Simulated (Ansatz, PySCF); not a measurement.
Molecule: AlCl, charge 0, multiplicity 1. 
Structure (B3LYP-D3(BJ)/def2-TZVP (Ansatz, an electronic-structure program) minimum search):
```
Al
Cl 1 2.1602
```

Total electronic energies in hartree. Correlated levels leave the core frozen unless marked. Spin-orbit coupling is left out. No relativistic terms. Basis-set limits of correlation are two-point, X^-3; Hartree-Fock from the larger set (for Q and 5 zeta extrapolated as (X+1)exp(-9√X)).

```json
[
 {"level": "HF/cc-pV(D+d)Z", "program": "Ansatz", "energy (Eh)": "-701.48864"},
 {"level": "HF/def2-SVP", "program": "Ansatz", "energy (Eh)": "-701.25538"},
 {"level": "HF/def2-QZVPP", "program": "Ansatz", "energy (Eh)": "-701.51762"},
 {"level": "HF/def2-QZVPPD", "program": "Ansatz", "energy (Eh)": "-701.51766"},
 {"level": "BLYP-D3(BJ)/def2-TZVPD", "program": "Ansatz + dftd3", "energy (Eh)": "-702.71625"},
 {"level": "BLYP/def2-TZVPD", "program": "Ansatz", "energy (Eh)": "-702.71282"},
 {"level": "BP86-D3(BJ)/def2-TZVPD", "program": "PySCF + dftd3", "energy (Eh)": "-702.77090"},
 {"level": "BP86-D4/def2-TZVPD", "program": "PySCF + dftd4", "energy (Eh)": "-702.77015"},
 {"level": "r2SCAN-D4/def2-TZVPD", "program": "Ansatz + dftd4", "energy (Eh)": "-702.64022"},
 {"level": "PBE0/STO-3G", "program": "Ansatz", "energy (Eh)": "-694.49056"},
 {"level": "TPSSh-D4/def2-TZVPD", "program": "PySCF + dftd4", "energy (Eh)": "-702.72890"},
 {"level": "B2PLYP-D4/def2-TZVPD", "program": "Ansatz + dftd4", "energy (Eh)": "___"},
 {"level": "RPA@PBE/cc-pV(T+d)Z", "program": "Ansatz", "energy (Eh)": "-701.91621"},
 {"level": "RI-MP2/def2-TZVPPD", "program": "Ansatz", "energy (Eh)": "-701.74231"},
 {"level": "SCS-MP2/STO-3G", "program": "Ansatz", "energy (Eh)": "-693.68485"},
 {"level": "SCS-MP2/aug-cc-pV(T+d)Z", "program": "Ansatz", "energy (Eh)": "-701.75923"},
 {"level": "SCS-MP2/def2-QZVPP", "program": "Ansatz", "energy (Eh)": "-701.78590"},
 {"level": "CCSD/def2-SVP", "program": "Ansatz", "energy (Eh)": "-701.45385"},
 {"level": "CCSD/def2-TZVPPD", "program": "Ansatz", "energy (Eh)": "-701.76849"},
 {"level": "CCSD(T)/cc-pV(D+d)Z", "program": "Ansatz", "energy (Eh)": "-701.70083"},
 {"level": "CCSD(T)/aug-cc-pV(T+d)Z", "program": "Ansatz", "energy (Eh)": "-701.79724"},
 {"level": "CCSD(T)/cc-pVTZ", "program": "Ansatz", "energy (Eh)": "-701.78829"},
 {"level": "CCSD(T)/CBS(cc-pV(Q+d)Z,cc-pV(5+d)Z)", "program": "Ansatz", "energy (Eh)": "-701.8369"}
]
```

### Question
Some entries are withheld; supply them.

### Answer

- B2PLYP-D4/def2-TZVPD, energy (Eh): -702.46068
